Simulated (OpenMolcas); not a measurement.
## Ge2+: effect of the level shift or regulariser

```
Program             : OpenMolcas 26.06
Basis               : ANO-RCC-VTZP [6s5p3d1f]
Scalar Hamiltonian  : DKH2, point nucleus
Active space        : 2 electrons in 4 orbitals (4s 4p)
State averaging     : 2S+1 = 3 even, 3 roots; 2S+1 = 1 even, 7 roots; 2S+1 = 3 odd, 3 roots; 2S+1 = 1 odd, 3 roots
Spin-orbit coupling : state interaction with AMFI integrals over the reference wave functions, term energies averaged over their components
```

Methods on the same reference wave functions:
A. CASSCF
B. MS-CASPT2, IPEA 0.25 Eh, imaginary shift 0.1 Eh (closed shells correlated: 3d)
C. MS-CASPT2, IPEA 0.25 Eh, real shift 0.2 Eh (closed shells correlated: 3d)

Energies in cm-1 above 4s2 1S0, the measured ground level; measured values from Sugar and Musgrove, J. Phys. Chem. Ref. Data 22, 1213 (1993).

```csv
Level,A,B,C,Measured
4s2 1S0,0.0,0.0,0.0,0.0
4s 4p 3P* 0,58094,60467,60452,61734
4s 4p 3P* 1,58753,61122,61107,62500
4s 4p 3P* 2,60123,62495,62481,64144
4s 4p 1P* 1,98492,93442,93522,91873
4p2 3P0,144281,146865,146848,147685
4p2 3P1,145026,147635,147618,148640
4p2 3P2,146248,148676,148693,150372
4p2 1D2,156513,152140,152589,144975
4p2 1S0,179445,174911,175001,174114
```

Deviations, from unrounded energies. A percentage is the sum of absolute deviations over the sum of measured energies, with the sign that they share, or ± where signs differ.

```csv
Against measurement,Levels,A,B,C
mean absolute deviation (cm-1),9,5100,1900,2000
other configurations (%),9,±4.4,±1.7,±1.7
```

B, C lie about equally close to measurement and A furthest from it. The largest miss of B in the table is 4p2 1D2, by +7200 cm-1. The ranking rests on the paired levels alone, and a cruder setting can come out closer through cancelling errors.

Between B and C the level of the table that moves most is 4p2 1D2, by 450 cm-1 (lowest in B, highest in C).

The lowest spin-free term lies below A's lowest term by 0.390 hartree in B, 0.390 hartree in C.

The ¹D term of p² mixes with s d, which this space lacks. Some levels mix across a computed gap that differs much from the measured one, so their mixing is not that of the real levels (holds for B; C). Measured partners are found by configuration, term and J. A level has none where our copy of the source lacks it or the pairing is in doubt (some pairs that miss far off the trend of their configuration count as doubtful), and it then counts in no deviation. Levels of configurations outside the active space are missing.

* marks odd parity.
